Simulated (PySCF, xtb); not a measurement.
CH7NSi3, SMILES [SiH3][Si@H]1N=C[SiH2]1.

xtb with GFN2-xTB at its own geometry gives an orbital gap of 2.08 eV and a dipole moment of 2.31 D.

The structure is a stationary point at r2SCAN-D4/def2-SVP. The structure was generated by enumeration; whether it is a known compound was not checked.

### Question
What does B3LYP/def2-TZVP (PySCF) give? (Estimate from the structure and the level; the computed values follow.)

### Answer
gap 5.09 eV (levels -6.61 and -1.52 eV), dipole 1.61 D.
